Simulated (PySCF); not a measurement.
First hyperpolarisability: SMILES c1(S)ccc(C(=O)O)cc1, C7H6O2S

Molfile (atoms numbered from 1):
```
C7H6O2S
     RDKit          3D

 16 16  0  0  0  0  0  0  0  0999 V2000
   -3.1104    0.2627    0.9826 O   0  0  0  0  0  0  0  0  0  0  0  0
   -2.4002   -0.0166    0.0485 C   0  0  0  0  0  0  0  0  0  0  0  0
   -2.8957   -0.3931   -1.1405 O   0  0  0  0  0  0  0  0  0  0  0  0
   -0.9199    0.0106    0.0786 C   0  0  0  0  0  0  0  0  0  0  0  0
   -0.1422   -0.3164   -1.0370 C   0  0  0  0  0  0  0  0  0  0  0  0
    1.2440   -0.2737   -0.9623 C   0  0  0  0  0  0  0  0  0  0  0  0
    1.8760    0.0970    0.2328 C   0  0  0  0  0  0  0  0  0  0  0  0
    3.6249    0.1750    0.4080 S   0  0  0  0  0  0  0  0  0  0  0  0
    1.0955    0.4249    1.3526 C   0  0  0  0  0  0  0  0  0  0  0  0
   -0.2875    0.3808    1.2709 C   0  0  0  0  0  0  0  0  0  0  0  0
   -3.8599   -0.3745   -1.0475 H   0  0  0  0  0  0  0  0  0  0  0  0
   -0.6318   -0.6056   -1.9681 H   0  0  0  0  0  0  0  0  0  0  0  0
    1.8403   -0.5307   -1.8408 H   0  0  0  0  0  0  0  0  0  0  0  0
    3.9271   -0.2031   -0.8510 H   0  0  0  0  0  0  0  0  0  0  0  0
    1.5796    0.7150    2.2881 H   0  0  0  0  0  0  0  0  0  0  0  0
   -0.9095    0.6334    2.1321 H   0  0  0  0  0  0  0  0  0  0  0  0
  1  2  2  0
  2  3  1  0
  2  4  1  0
  4  5  1  0
  5  6  2  0
  6  7  1  0
  7  8  1  0
  7  9  2  0
  9 10  1  0
 10  4  2  0
  3 11  1  0
  5 12  1  0
  6 13  1  0
  8 14  1  0
  9 15  1  0
 10 16  1  0
M  END
```

Method used: PySCF 2.14.0, quadratic response CAM-B3LYP/aug-cc-pVDZ first hyperpolarisability, Taylor convention, gas phase. Geometry: PBE0-D3(BJ)/def2-SVP.

Question: What is the first hyperpolarisability, and how does it disperse?

Answer: In au, Taylor convention; the vector part is βᵢ = ⅓ Σⱼ (βᵢⱼⱼ + βⱼᵢⱼ + βⱼⱼᵢ); β∥ is 3/5 of the vector part along the dipole, the dipole points from − to +:
```tsv
process	λ (nm)	β vector norm	β∥	β HRS	depolarisation ratio
static β(0;0,0)	∞	821.8	218.8	389.7	3.50
second harmonic β(−2ω;ω,ω)	1907	926.6	247.4	434.9	3.59
Pockels β(−ω;ω,0)	1907	854.8	227.8	–	–
second harmonic β(−2ω;ω,ω)	1064	1236.8	332.4	568.1	3.81
Pockels β(−ω;ω,0)	1064	934.7	249.6	–	–
```

Question: Which lowest excitations, dipole and polarisabilities go with it?

Answer: S1 4.85 eV (f = 0.431); S2 4.91 eV (f = 0.012); S3 5.18 eV (f = 0.002); dipole 2.48 D; isotropic α 115.3 au static, 115.9 au at 1907 nm, 117.2 au at 1064 nm, 117.7 au at 953.5 nm, 124.1 au at 532 nm.
